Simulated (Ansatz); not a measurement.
```yaml
crystal:
  periodic: [true, true, true]
  atoms:
    - {symbol: C, position_ang: [-0.635983, -2.184020, 0.490106]}
    - {symbol: Ga, position_ang: [-0.771246, -0.296102, 0.950802]}
    - {symbol: Cl, position_ang: [-2.291013, 0.955943, 0.024642]}
    - {symbol: Cl, position_ang: [-0.165378, 0.425224, 2.923142]}
    - {symbol: O, position_ang: [0.883267, 0.663612, 0.078810]}
    - {symbol: Si, position_ang: [0.866327, 1.585979, -1.345937]}
    - {symbol: H, position_ang: [-0.693099, -2.312147, -0.591710]}
    - {symbol: H, position_ang: [-1.458753, -2.736221, 0.946764]}
    - {symbol: H, position_ang: [0.305597, -2.595989, 0.854562]}
    - {symbol: H, position_ang: [1.333600, 1.038803, 0.847394]}
    - {symbol: H, position_ang: [2.285379, 1.791734, -1.722587]}
    - {symbol: H, position_ang: [0.159222, 0.743367, -2.327243]}
    - {symbol: H, position_ang: [0.202679, 2.884917, -1.114044]}
basis:
  gaussian: {orbitals: def2-mTZVPP}
magnetization: {spin_polarized: true, initial_magnetization: 0}
hamiltonian: {xc: {name: SVWN5}}
```

```sh
$ ansatz run in.yaml --threads 4 --pin off --events-out ev --progress --plain --max-ram 11315MiB
```

Output, abridged:

```
Error: YAML parse error: error: line 2 column 3: crystal: missing field `lattice` (a structure is typed as `lattice` and `atoms`, a molecule's as `atoms` in Å alone, or read from a run's directory, `checkpoint`)
 --> <input>:2:3
1 | crystal:
2 |   periodic: [true, true, true]
3 |   atoms:
4 |     - {symbol: C, position_ang: [-0.635983, -2.184020, 0.490106]}
```

In this input the molecule is marked periodic without a cell. The program refused the input.
